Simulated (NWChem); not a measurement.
System: CH$_{2}$NO, doublet; SMILES [C](=O)N

Program: NWChem. Pople sets run with spherical d functions. Spin-unrestricted. In the optimisation the excess spin sits in a' (Cs, its own frame). No stability test was run on the SCF state. Level PBE/6-31G*: optimisations from one semi-empirical or force-field start; each run changes one setting, and all end within 0.3 mHa of each other. One conformer.

```json
[
 {"setting": "redundant internal coordinates, default thresholds", "optimisation steps": "5"},
 {"setting": "no line search", "optimisation steps": "5"},
 {"setting": "Cartesian coordinates", "optimisation steps": "6"},
 {"setting": "trust radius 0.05", "optimisation steps": "5"},
 {"setting": "loose thresholds", "optimisation steps": "3"}
]
```
